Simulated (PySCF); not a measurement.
**Finite-field polarisability of N (nitrogen, neutral)**

[He] 2s2 2p3, high-spin 4S determinant. Computed with PySCF 2.14 in aug-cc-pVDZ-DK, with the spin-free X2C one-electron Hamiltonian (Gaussian nucleus). Frozen: 1s2. Energy changes in a uniform field (μhartree):

```tsv
axis	F (au)	HF	MP2	CCSD	CCSD(T)
x	0.0054	-99.148	-99.162	-99.151	-99.616
x	0.0108	-396.714	-396.814	-396.769	-398.632
```

**Question.** Derive α along x at CCSD(T) from the two fields.

**Answer.** With ΔE = −αF²/2 − γF⁴/24, α = −(16 ΔE(F) − ΔE(2F))/(6F²) = 6.831 bohr³.

**Question.** And the mean polarisability at each level?

**Answer.** HF 6.800, MP2 6.800, CCSD 6.799, CCSD(T) 6.831 bohr³. Reference: 7.4 ± 0.2 bohr³ (recommended; Schwerdtfeger and Nagle, table of static dipole polarizabilities (2023 update)).

CCSD(T) lies more than 5 % below the reference, which points to too few diffuse and polarisation functions.

A double-zeta set is small for polarisabilities.
